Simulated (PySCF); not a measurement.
H2O2Ti, SMILES [OH][Ti][OH] (connectivity only; charge and spin as stated), neutral, multiplicity 3. Atoms are numbered in the order given.

```xyz
5

Ti     0.0000     0.0000     0.0000
O      0.0000     0.0000    -1.8142
H      0.0000     0.0000    -2.7661
O      0.0000     0.0000     1.8142
H      0.0000     0.0000     2.7661
```
Charge 0, spin multiplicity 3.

The structure is a stationary point at PBE0-D3(BJ)/def2-TZVP. The geometry has at least one imaginary mode, so it is a saddle point at that level. The spin state was assumed, not searched. Other conformers were not sampled.

These are M06-2X/def2-TZVPD run with PySCF values and carry that method's errors.

Mulliken values depend strongly on the basis, most of all with diffuse functions as here. Atomic charges (e):

| atom | meta-Löwdin | Mulliken | Mulliken spin |
|---|---|---|---|
| Ti1 | [?] | 1.29 | 1.99 |
| O2 | [?] | -0.98 | -0.01 |
| H3 | [?] | 0.33 | 0.02 |
| O4 | [?] | -0.98 | -0.01 |
| H5 | [?] | 0.33 | 0.02 |

Q: What belongs in the gaps? (An estimate is asked for; the answer gives what the named calculation found.)

A: 
- Ti1, meta-Löwdin: 1.05
- O2, meta-Löwdin: -0.88
- H3, meta-Löwdin: 0.35
- O4, meta-Löwdin: -0.88
- H5, meta-Löwdin: 0.35
